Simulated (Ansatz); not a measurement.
Total energies of the cluster Cu2Te8 from Ansatz at PBE-D4/def2-SVP, gas phase (1 Eh = 27.2114 eV = 2625.5 kJ/mol). The reference geometry is relaxed at PBE0-D4/def2-SVP.

```xyz
10

Cu    0.7538    0.4950    1.1573
Cu   -0.1579   -1.3090   -0.6438
Te    0.0698   -0.9871    3.0611
Te   -1.7559   -1.8372    1.2584
Te   -0.8436    0.8140   -2.1388
Te    1.6002    1.9175   -2.4963
Te   -3.3572    0.4817    0.9826
Te    2.1787   -2.0828   -1.1244
Te   -1.2622    2.0616    0.3248
Te    2.7744    0.4465   -0.3809
```

| state | geometry | energy (Eh) |
| --- | --- | --- |
| charge 0 singlet | reference | -5424.62685 |
| charge 1 doublet | reference | -5424.38419 |
| charge -1 doublet | reference | -5424.69377 |
| free Cu atom (doublet) | – | -1639.97485 |
| free Te atom (triplet) | – | -267.96343 |

In the def2 sets Te takes a core potential; there is no spin–orbit coupling.

Task: Work out the vertical ionisation energy to the doublet.

Result: E(charge 1 doublet) − E(charge 0 singlet) = -5424.38419 − (-5424.62685) = 0.24266 Eh = 6.60 eV. For comparison, −ε of the highest occupied level is 4.76 eV at this level, 1.84 eV less.

Task: Work out the vertical electron affinity, to the doublet.

Result: E(charge 0 singlet) − E(charge -1 doublet) = -5424.62685 − (-5424.69377) = 0.06692 Eh = 1.82 eV. The basis lacks diffuse functions, which makes affinities too small.

Task: Give the fundamental gap IE − EA, the Mulliken electronegativity (IE + EA)/2 and the hardness (IE − EA)/2.

Result: From the values in Eh: IE − EA = 0.24266 − 0.06692 = 0.17574 Eh = 4.78 eV; (IE + EA)/2 = 4.21 eV; (IE − EA)/2 = 2.39 eV. The HOMO–LUMO gap of the same run is 1.12 eV, 3.66 eV smaller than the fundamental gap.

Task: What is the binding energy per atom against free atoms?

Result: Atoms: 2 × (-1639.97485) + 8 × (-267.96343) = -5423.65714 Eh. Binding: -5423.65714 − (-5424.62685) = 0.96971 Eh = 26.39 eV, or 2.64 eV for each of 10 atoms (no zero-point energy, no counterpoise term).

At PBE-D4/def2-SVP the gap within one spin of the charge 1 doublet nearly closes, so an electron or hole may be smeared out by delocalisation error. At PBE-D4/def2-SVP the gap within one spin of the charge -1 doublet nearly closes, so an electron or hole may be smeared out by delocalisation error.  

The structure comes from a short search, and lower isomers may exist.
